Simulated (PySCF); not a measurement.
A table of computed molecular properties with gaps.

```tsv
no.	species (SMILES)	atoms	electrons	dipole moment (D)	HOMO energy (eV)	LUMO energy (eV)	smallest rotational constant (GHz)
1	CCCP1C=CCC=C1	22	76	1.13	-6.15	0.10	?
2	[SiH3]C1=CP1c1ccsc1	16	88	1.56	?	-1.13	0.484
3	Cc1cpcc2ccccc12	20	84	2.22	-6.45	-1.81	0.583
4	C=C(C(=O)O)C(F)(Cl)Cl	12	86	3.64	-8.51	-2.10	0.907
5	C/C(=C\CC(N)=O)C(Cl)Cl	19	94	1.58	-7.28	-0.99	0.404
6	CC#CP1CCCCC1	22	76	1.79	-6.26	?	0.877
7	CCCNC(=O)/C(Cl)=C\Cl	19	94	3.10	-7.45	-1.51	0.375
8	C=CP(C)N(CC)CC	25	80	0.68	-5.52	-0.16	0.771
```

Levels: PBE0/pcSseg-1 for dipole moment, HOMO energy and LUMO energy; GFN2-xTB for smallest rotational constant. Geometries: GFN2-xTB. All species are isolated and taken at one optimised geometry, non-relativistic unless stated. Electronic properties by PySCF.

Dipoles, sizes and rotational constants follow the conformer. The torsions of the flexible species, by atom-mapped SMILES:
- `[CH3:1][CH2:2][CH2:3][P:4]1[CH:5]=[CH:6][CH2:7][CH:8]=[CH:9]1`: C1–C2–C3–P4 64°, C2–C3–P4–C5 82°
- `[SiH3:1][C:2]1=[CH:3][P:4]1[c:5]1[cH:6][cH:7][s:8][cH:9]1`: C3–P4–C5–C6 29°
- `[CH2:1]=[C:2]([C:3](=[O:4])[OH:5])[C:6]([F:7])([Cl:8])[Cl:9]`: C1–C2–C3–O4 180°, C1–C2–C6–F7 -1°, H–O5–C3–C2 180°
- `[CH3:1]/[C:2](=[CH:3]\[CH2:4][C:5]([NH2:6])=[O:7])[CH:8]([Cl:9])[Cl:10]`: C2–C3–C4–C5 96°, C3–C4–C5–N6 -35°, C1–C2–C8–Cl9 -67°, H–N6–C5–C4 7°, H–N6–C5–C4 180°
- `[CH3:1][CH2:2][CH2:3][NH:4][C:5](=[O:6])/[C:7]([Cl:8])=[CH:9]\[Cl:10]`: C1–C2–C3–N4 -179°, C2–C3–N4–C5 111°, C3–N4–C5–O6 4°, N4–C5–C7–Cl8 5°
- `[CH2:1]=[CH:2][P:3]([CH3:4])[N:5]([CH2:6][CH3:7])[CH2:8][CH3:9]`: C1–C2–P3–C4 113°, C2–P3–N5–C6 65°, P3–N5–C6–C7 -139°, P3–N5–C8–C9 -57°

The conformers of `CC#CP1CCCCC1` aren't listed.

What is the smallest rotational constant in row 1?

0.723 GHz.

What is the HOMO energy in row 2?

-6.71 eV.

What is the LUMO energy in row 6?

0.52 eV.

In the completed table, which rows hold the lowest and the highest HOMO energy, and what is the mean?

Row 4 the lowest (-8.51 eV), row 8 the highest (-5.52 eV); the mean over the 8 rows is -6.79 eV.

In the completed table, which rows hold the lowest and the highest smallest rotational constant, and what is the mean?

Row 7 the lowest (0.375 GHz), row 4 the highest (0.907 GHz); the mean over the 8 rows is 0.641 GHz.

What is the HOMO–LUMO gap, row by row?

row 1: 6.25, row 2: 5.58, row 3: 4.64, row 4: 6.41, row 5: 6.29, row 6: 6.78, row 7: 5.94, row 8: 5.36 eV.
